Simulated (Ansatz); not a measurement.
Ge6H8, relaxed as a singlet with RKS PBE0-D4/def2-SVP in Ansatz, starting from the GFN2-xTB geometry. Force threshold 0.02 eV/Å.

The restricted singlet is unstable towards broken spin symmetry in Hartree–Fock (as tested in another run); at PBE0-D4/def2-SVP this wasn't settled. The structure comes from a short search, and lower isomers may exist.

Start:

```xyz
14

Ge    1.9446    1.2124   -0.3870
Ge   -1.7809   -1.8926    0.4737
Ge   -1.0447    0.8467    0.4651
Ge    0.8794   -3.2204   -0.3178
Ge    0.3833   -0.8027   -0.7269
Ge    0.3565    2.8967    0.5804
H    -0.3285    0.4143    1.8507
H     1.0567   -2.8554    1.2394
H     1.4469    1.7714   -1.8128
H     0.0147   -0.6351   -2.2455
H    -2.2756   -1.9383   -1.0827
H     0.3552    3.4577    2.0317
H    -0.7972   -3.4343    0.0299
H    -0.2103    4.1796   -0.0982
```

Question: Estimate the energy that the relaxation releases and the steps that it takes.

Answer: 161.8 kJ/mol, in 34 steps; 9.1 min on 4 threads of Intel Xeon Platinum 8259CL on a shared host. The force fell under the threshold at step 29, but the optimiser went on and released 0.003 eV more. No frequencies were taken in this run, so the end may be a saddle point.

Question: Does the start keep its bonding and symmetry?

Answer: Bonds formed: Ge2–Ge4 (atoms count from 1).

Question: Predict the relaxed structure.

Answer: 
```xyz
14

Ge    2.1102    1.4268   -0.4325
Ge   -1.9573   -1.3632    0.4695
Ge   -0.5935    0.6114    0.9612
Ge    0.0381   -2.8240    0.1529
Ge    0.6835   -0.7402   -0.8130
Ge    0.1992    2.8173    0.4853
H     0.2761    0.1533    2.1673
H     0.7049   -3.1650    1.4928
H     1.4069    1.7328   -1.8395
H    -0.0050   -0.6682   -2.1975
H    -2.4638   -1.1400   -0.9979
H     0.3712    3.5934    1.8065
H    -0.0997   -4.0543   -0.7575
H    -0.6708    3.6199   -0.4978
```
Bond lengths: 7 × Ge–Ge 2.39 to 2.62 Å; 8 × Ge–H 1.54 to 1.60 Å.
